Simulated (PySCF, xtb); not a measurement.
Si(H)(Cl)3 anion (Cl₃HSi), SMILES [SiH](Cl)(Cl)Cl (connectivity only; charge and spin as stated), charge -1, multiplicity 2.

Harmonic wavenumbers (cm⁻¹) from GFN2-xTB in xtb at its own minimum, in rising order: 102, 138, 186, 197, 229, 411, 556, 850, 2234.

Question: What does r2SCAN-D4/def2-SVPD (PySCF) give at its own minimum? (Estimate from the structure and the level; the computed values follow.)

Answer: 97, 151, 191, 251, 339, 449, 703, 852, 2164. Paired by order, the mean absolute difference is 49 cm⁻¹ and the zero-point energies are 7.0 and 7.4 kcal/mol.
